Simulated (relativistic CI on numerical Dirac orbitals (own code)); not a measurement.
**Line list: Electric-dipole lines, Ge25+**

Calculated at this level of theory: Dirac-Coulomb-Breit CI, orbitals from a KLI potential per configuration, model QED (radiative potential, 1s self-energy scaled to tabulated hydrogen-like ionisation energies), unscaled Slater integrals (own radial code, finite nucleus).

Configurations in the expansion (outside the closed core 1s2): 2s2 2p3, 2s 2p4, 2p5, 2p4 3s, 2p4 3p, 2p4 3d, 2s2 2p2 3s, 2s2 2p2 3p, 2s2 2p2 3d, 2s 2p3 3s, 2s 2p3 3p, 2s 2p3 3d, 2s2 2p2 4s, 2s2 2p2 4p, 2s2 2p2 4d, 2s2 2p2 4f. Levels of other configurations are missing.

| λ vac (Å) | Lower | Upper | A (s⁻¹) | gf | Branching (%) |
| --- | --- | --- | --- | --- | --- |
| 7.9121 | 2s2 2p3 2P°_1/2 [4] | 2s2 2p2 3d 2D_3/2 [86] | 3.32e+13 | 1.25e+00 | 70.6 |
| 7.9140 | 2s2 2p3 4S°_3/2 [1] | 2s2 2p2 3d 4P_1/2 [56] | 5.25e+13 | 9.86e-01 | 95.1 |
| 7.9218 | 2s2 2p3 4S°_3/2 [1] | 2s2 2p2 3d 4P_3/2 [55] | 4.78e+13 | 1.80e+00 | 87.7 |
| 7.9311 | 2s2 2p3 4S°_3/2 [1] | 2s2 2p2 3d 4D_5/2 [54] | 2.67e+13 | 1.51e+00 | 68.7 |
| 7.9431 | 2s2 2p3 2D°_5/2 [3] | 2s2 2p2 3d 2F_7/2 [78] | 5.79e+13 | 4.38e+00 | 100.0 |
| 7.9549 | 2s 2p4 4P_5/2 [6] | 2s 2p3 3d 4S°_3/2 [160] | 5.40e+13 | 2.05e+00 | 89.0 |
| 7.9632 | 2s2 2p3 2D°_5/2 [3] | 2s2 2p2 3d 2D_5/2 [74] | 2.27e+13 | 1.30e+00 | 59.5 |
| 7.9654 | 2s2 2p3 4S°_3/2 [1] | 2s2 2p2 3d 2F_5/2 [51] | 1.47e+13 | 8.38e-01 | 48.9 |
| 7.9704 | 2s 2p4 4P_5/2 [6] | 2s 2p3 3d 4D°_5/2 [157] | 4.84e+13 | 2.77e+00 | 94.0 |
| 7.9820 | 2s 2p4 4P_5/2 [6] | 2s 2p3 3d 4D°_7/2 [152] | 4.53e+13 | 3.46e+00 | 98.6 |
| 8.0417 | 2s2 2p3 2D°_3/2 [2] | 2s2 2p2 3d 2D_5/2 [61] | 4.69e+13 | 2.73e+00 | 69.3 |
| 8.0455 | 2s2 2p3 2P°_3/2 [5] | 2s2 2p2 3d 2D_5/2 [85] | 4.20e+13 | 2.45e+00 | 94.6 |
| 8.0965 | 2s2 2p3 2D°_5/2 [3] | 2s2 2p2 3d 2F_7/2 [60] | 3.82e+13 | 3.00e+00 | 100.0 |
| 8.1061 | 2s2 2p3 2P°_3/2 [5] | 2s2 2p2 3d 2D_5/2 [83] | 3.92e+13 | 2.32e+00 | 90.3 |
| 8.1117 | 2s2 2p3 4S°_3/2 [1] | 2s2 2p2 3d 4F_5/2 [36] | 1.78e+13 | 1.05e+00 | 94.1 |
| 8.1143 | 2s2 2p3 2P°_3/2 [5] | 2s2 2p2 3d 2P_3/2 [82] | 4.14e+13 | 1.63e+00 | 83.5 |
| 8.1261 | 2s 2p4 2D_5/2 [10] | 2s 2p3 3d 2G°_7/2 [186] | 2.42e+13 | 1.92e+00 | 99.6 |
| 8.1390 | 2s 2p4 4P_3/2 [7] | 2s 2p3 3d 4P°_5/2 [141] | 2.99e+13 | 1.78e+00 | 74.8 |
| 8.1638 | 2s2 2p3 2P°_1/2 [4] | 2s2 2p2 3d 2D_3/2 [62] | 3.10e+13 | 1.24e+00 | 86.8 |
| 8.2129 | 2s 2p4 4P_5/2 [6] | 2s 2p3 3d 4D°_7/2 [110] | 2.81e+13 | 2.27e+00 | 99.6 |

Terms are leading LS components. Brackets give the number of a level in order of energy, since labels repeat. The list gives strong lines, with weight on those to low levels, without lines whose two gauges differ by over a factor of 2.5, among the lowest 200 of 359 levels, so that lines to higher ones, which can be the strongest, are missing. Levels whose partners in the same complex of configurations lie outside the list can be far off, and so can their lines. Rates are taken at the computed energies, electric ones in the length gauge.

At this charge energies of transitions that change n are usually good to better than 1 %, and those within a shell (Δn = 0) to a few per cent.

LS names give the leading component of a level, which can be under half, so a name can repeat, a term be missing and a line seem to break the LS rules.
